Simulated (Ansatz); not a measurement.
Geometry optimisation, RKS LDA/STO-3G (Ansatz 0.2.0).

Input file:

```yaml
crystal:
  periodic: [false, false, false]
  atoms:
    - { symbol: Al, position_ang: [0.0, 0.0, 0.0] }
    - { symbol: F, position_ang: [0.0, 0.0, 1.69] }
    - { symbol: O, position_ang: [1.5415, 0.0, -0.89] }
    - { symbol: Si, position_ang: [2.3874, -1.376, -1.352] }
    - { symbol: H, position_ang: [1.4599, -2.3514, -1.9176] }
    - { symbol: H, position_ang: [3.3882, -1.0195, -2.3535] }
    - { symbol: H, position_ang: [3.0504, -1.9546, -0.187] }
    - { symbol: H, position_ang: [-1.351, 0.0, -0.78] }
basis:
  gaussian: { orbitals: STO-3G }
hamiltonian:
  xc: lda
relax:
  f_tol: 0.02
  max_steps: 40
```

Command:

```bash
$ ansatz run input.yaml --threads 1 --pin off --max-ram 2048MiB --backend cpu --events-out ev --progress --plain --runs-dir out
```

Q: Where does it end, and by what steps?

A: The run converged. Limits of this set-up: minimal basis. After 18 steps the energy has fallen by 0.539 eV; F2 moved furthest, 1.50 Å.

| step | energy less start (eV) | largest force component (eV/Å) | accepted |
| --- | --- | --- | --- |
| 0 | 0.0000 | 2.106 | yes |
| 1 | -0.2105 | 1.742 | yes |
| 2 | -0.2588 | 1.776 | yes |
| 3 | -0.3221 | 0.243 | yes |
| 4 | -0.3233 | 0.101 | yes |
| 5 | -0.3339 | 0.092 | yes |
| 6 | -0.3401 | 0.183 | yes |
| 7 | -0.3505 | 0.925 | yes |
| 8 | -0.4222 | 0.245 | yes |
| 9 | -0.4731 | 0.130 | yes |
| 10 | -0.5006 | 0.391 | yes |
| 11 | -0.5078 | 0.317 | yes |
| 12 | -0.5261 | 0.071 | yes |
| 13 | -0.5269 | 0.449 | yes |
| 14 | -0.5369 | 0.039 | yes |
| 15 | -0.5381 | 0.039 | yes |
| 16 | -0.5385 | 0.057 | yes |
| 17 | -0.5386 | 0.022 | yes |
| 18 | -0.5387 | 0.002 | yes |

```xyz
8
Properties=species:S:1:pos:R:3
Al -0.058 -0.084 -0.204
F 0.113 -1.274 0.898
O 1.146 -0.064 -1.390
Si 2.324 -1.280 -1.233
H 1.776 -2.628 -1.327
H 3.260 -1.103 -2.330
H 3.076 -1.196 0.013
H -1.160 0.927 -0.216
```

Whether the end is a true minimum wasn't checked by a vibrational analysis.

The run took 31 s on 1 thread of Arm Neoverse V1, with other jobs on the host, peak memory 0.14 GiB.
